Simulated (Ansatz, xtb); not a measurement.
# GeH6OSSi: which of two isomers lies lower

Structure I: `O[Si@@H](S)[GeH3]`, a singlet. Structure II: `[OH][GeH2][SiH2]S`, a singlet. Both are isolated molecules in the gas phase, relaxed with r2SCAN-D4/def2-SVP; the shapes shown needn't be the lowest conformers.

I (Å):

```json
{"atom": "Ge", "x (Å)": "-2.6058", "y (Å)": "-0.1308", "z (Å)": "1.2494"}
{"atom": "O", "x (Å)": "-0.4201", "y (Å)": "-0.3449", "z (Å)": "-1.3168"}
{"atom": "S", "x (Å)": "0.4298", "y (Å)": "-2.0422", "z (Å)": "1.2717"}
{"atom": "Si", "x (Å)": "-1.0542", "y (Å)": "-1.3143", "z (Å)": "-0.1129"}
{"atom": "H", "x (Å)": "0.0421", "y (Å)": "0.4483", "z (Å)": "-1.0170"}
{"atom": "H", "x (Å)": "-1.6772", "y (Å)": "-2.4411", "z (Å)": "-0.8566"}
{"atom": "H", "x (Å)": "1.0789", "y (Å)": "-2.8059", "z (Å)": "0.3621"}
{"atom": "H", "x (Å)": "-3.7177", "y (Å)": "0.4823", "z (Å)": "0.3827"}
{"atom": "H", "x (Å)": "-3.2511", "y (Å)": "-1.0364", "z (Å)": "2.3089"}
{"atom": "H", "x (Å)": "-1.8859", "y (Å)": "1.0211", "z (Å)": "1.9735"}
```

II (Å):

```xyz
10

Ge   -1.7919    0.1592    0.0784
O    -0.5510   -0.3816   -1.1179
S     0.2223   -2.4556    1.3939
Si   -1.8144   -1.7733    1.4705
H    -0.2067    0.3404   -1.6602
H    -1.2861    1.4349    0.7845
H    -3.1014    0.4843   -0.6701
H    -2.8065   -2.7723    0.9657
H    -2.1623   -1.4540    2.8859
H     0.3874   -1.9373    0.1472
```

Task: Estimate which is lower in electronic energy at CCSD(T)/def2-SVP + ΔMP2/def2-TZVPP, and by roughly how much.

Result: The CCSD(T)/def2-SVP + ΔMP2/def2-TZVPP calculation puts structure I lower, by 17.5 kcal/mol.

The same difference at several levels:

```json
{"level": "r2SCAN-D4/def2-SVP", "geometry": "r2SCAN-D4/def2-SVP", "E(II) − E(I) (kcal/mol)": "+15.9", "departure from the last row (kcal/mol)": "−1.6", "job, with rough time for the two": "optimisation, 56 s"}
{"level": "HF/def2-SVP", "geometry": "r2SCAN-D4/def2-SVP", "E(II) − E(I) (kcal/mol)": "+16.1", "departure from the last row (kcal/mol)": "−1.4", "job, with rough time for the two": "part of the CCSD(T) run"}
{"level": "MP2/def2-SVP", "geometry": "r2SCAN-D4/def2-SVP", "E(II) − E(I) (kcal/mol)": "+15.1", "departure from the last row (kcal/mol)": "−2.5", "job, with rough time for the two": "part of the CCSD(T) run"}
{"level": "CCSD(T)/def2-SVP", "geometry": "r2SCAN-D4/def2-SVP", "E(II) − E(I) (kcal/mol)": "+14.8", "departure from the last row (kcal/mol)": "−2.7", "job, with rough time for the two": "single point"}
{"level": "CCSD(T)/def2-SVP + ΔMP2/def2-TZVPP", "geometry": "r2SCAN-D4/def2-SVP", "E(II) − E(I) (kcal/mol)": "+17.5", "departure from the last row (kcal/mol)": "", "job, with rough time for the two": "single point, 20 s"}
```

As drawn, II has 1 Ge–O, 1 Si–H in place of 1 O–Si, 1 Ge–H.

The levels shown agree on the order. The largest departure from CCSD(T)/def2-SVP + ΔMP2/def2-TZVPP is that of CCSD(T)/def2-SVP, 2.7 kcal/mol. A small imaginary or near-zero mode remains, so no thermal terms are given. Levels run at GFN2-xTB geometries aren't shown. The last row adds to CCSD(T) the change of the MP2 difference between the two basis sets, here +2.7 kcal/mol.

The correlated steps freeze 20 core orbitals; the filled d shell of Ge is correlated, in a basis made for valence electrons. Programs: Ansatz 0.2.0, xtb 6.7.1; the last row on 2 threads of Intel(R) Xeon(R) 6975P-C (Granite Rapids) on a shared host.
